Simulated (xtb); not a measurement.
xtb input:

```bash
xtb mol.xyz --gfnff --opt tight --chrg 1 --uhf 0
```
mol.xyz:
```
4

Ti    -0.06702631     0.08935884     0.23548901
F     -1.28122405    -1.00989402    -0.21650794
F     -0.00338462     1.44645538    -0.78488984
F      1.44845075    -0.65499409     0.42575799
```

Q: What final total energy does it print?

A: 1.11395 Eh (GFN-FF).
